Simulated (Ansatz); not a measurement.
A nudged elastic band was laid between two geometries of B$_{2}$ClH$_{2}$O (6 atoms, charge 0, multiplicity 2).

The calculation used Ansatz, UKS B3LYP-D4/def2-mTZVP.

```json
{
  "movable images": "5",
  "climbing image": "yes",
  "spring": "5.0 eV/Å²",
  "optimiser": "quadratic models (default)",
  "start path": "through a guess of the saddle point",
  "force threshold": "0.05 eV/Å",
  "iteration limit": "60",
  "end points": "relaxed"
}
```

Image 0:

```xyz
6
Properties=species:S:1:pos:R:3
O 0.191 0.828 -1.203
B 0.181 0.289 0.064
B -0.528 -1.095 0.429
Cl -1.224 -2.540 0.974
H 0.663 1.668 -1.246
H 0.717 0.850 0.981
```

Image 6:

```xyz
6
Properties=species:S:1:pos:R:3
O 0.521 1.208 -0.875
B 0.308 0.438 0.243
B -0.578 -0.890 0.403
Cl -1.163 -2.464 0.651
H 0.112 0.876 -1.684
H 0.799 0.833 1.262
```

Question: What changes between the two ends?

Answer: No bond is made or broken. The dihedral H5–O1–B2–H6 goes from 0 to -180°.

Question: What energy profile does the band end with?

Answer: The forces met the threshold. The highest image is number 3 of 0 to 6, 0.44 eV above the first end and 0.40 eV above the last; the last end lies 0.03 eV above the first. A vibrational analysis at the climbing image gives one clearly imaginary mode, 673i cm⁻¹: a first-order saddle point.

| image | path coordinate (Å) | energy (eV) | dihedral H5–O1–B2–H6 (°) |
| --- | --- | --- | --- |
| 0 | 0.00 | 0.00 | 0 |
| 1 | 0.34 | 0.06 | 19 |
| 2 | 0.69 | 0.28 | 53 |
| 3 | 1.03 | 0.44 | 93 |
| 4 | 1.35 | 0.29 | 131 |
| 5 | 1.67 | 0.07 | 165 |
| 6 | 1.99 | 0.03 | -180 |

Question: What is the geometry of the highest image?

Answer: 
```xyz
6
Properties=species:S:1:pos:R:3
O 0.047 1.191 -0.954
B 0.149 0.426 0.203
B -0.477 -1.033 0.405
Cl -1.135 -2.548 0.788
H 0.726 1.101 -1.630
H 0.691 0.862 1.188
```

Question: What are the harmonic wavenumbers there?

Answer: 673i, 102, 133, 422, 601, 638, 874, 1061, 1133, 1364, 2500, 3868 cm⁻¹.

The band took 7 iterations and roughly 70 core-seconds.

Run time: 35 s on 2 threads of AMD EPYC 9R45 96-Core Processor (Zen 5), with other jobs on the host, peak memory 0.24 GiB.
